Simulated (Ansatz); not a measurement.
Input for Ansatz (a quantum-chemistry and plane-wave program): R-CCSD(T)/cc-pVDZ on AsBF2H2 (SMILES FB(F)[AsH2]), a point of a torsion scan. The run froze 17 orbitals, filled d shells among them.

Ansatz 0.2 input:
```yaml
crystal:
  periodic: [false, false, false]
  atoms:
    - {symbol: F, position_ang: [-1.81132140, -0.97222177, 0.40180214]}
    - {symbol: B, position_ang: [-0.86248985, -0.12436230, 0.05562593]}
    - {symbol: F, position_ang: [-1.32196365, 0.94117527, -0.56787248]}
    - {symbol: As, position_ang: [1.10886965, -0.45145572, 0.42834459]}
    - {symbol: H, position_ang: [1.51583107, 0.33069247, -0.78826068]}
    - {symbol: H, position_ang: [1.19542556, 0.82145949, 1.22301095]}
basis:
  gaussian:
    orbitals: cc-pVDZ
magnetization: {spin_polarized: false}
correlation: {method: ccsd_t, electrons: outside_noble_gas}
scf: {lower_state_search: off}
```

It printed:

```
WARN ansatz: RAYON_NUM_THREADS=1 ignored (pool sized by the plan → 1); use --threads N
Functional definition: HF
these checks for a lower state are left out or cut short: stability, starts, cluster_reference, orbital_swaps, neighbouring_geometries, increment
integrals: 0.07 GiB planned
802 factors; integrals over basis functions are off by at most 8.7e-4 eV
mean field: 0.23 GiB planned
mean field evaluation 1: about -66910.9303 eV, gradient 3.1e1 eV
mean field evaluation 2: about -66910.9958 eV, gradient 3.1e1 eV
mean field evaluation 4: about -66913.1325 eV, gradient 2.3e0 eV
mean field evaluation 8: about -66913.1675 eV, gradient 1.2e-1 eV
mean field -66913.16758510 eV, -2459.0135533785 hartree, gradient 6.8e-6 eV, S^2 0.000000; 0 other end points of the search recorded, 0 dependent functions left out
17 core orbitals not correlated
reference -66913.16758510 eV, -2459.0135533785 hartree; 12, 12 occupied and 50, 50 virtual orbitals, 802 factors
second order -15.34379050 eV of doubles, -0.00000000 eV of singles
coupled cluster: 0.17 GiB planned
cycle   1  -15.63342734 eV  change   -2.9e-1 eV  update   9.8e-2
cycle   2  -16.02150151 eV  change   -3.9e-1 eV  update   2.9e-2
cycle   3  -16.12118665 eV  change   -1.0e-1 eV  update   1.6e-2
cycle   4  -16.11388524 eV  change    7.3e-3 eV  update   3.6e-3
cycle   5  -16.11217139 eV  change    1.7e-3 eV  update   1.3e-3
cycle   6  -16.11232483 eV  change   -1.5e-4 eV  update   3.6e-4
cycle   7  -16.11215310 eV  change    1.7e-4 eV  update   1.1e-4
cycle   8  -16.11211059 eV  change    4.3e-5 eV  update   3.9e-5
cycle   9  -16.11213600 eV  change   -2.5e-5 eV  update   1.4e-5
perturbative correction -0.35166723 eV, -0.0129235323 hartree
Total energy: -66929.63138833 eV, -2459.6185869877 hartree
Checks for a lower state left out: stability, starts, cluster_reference, orbital_swaps, neighbouring_geometries, increment
```

The calculation finished and met its thresholds.

Cost: very roughly 3 core-seconds.
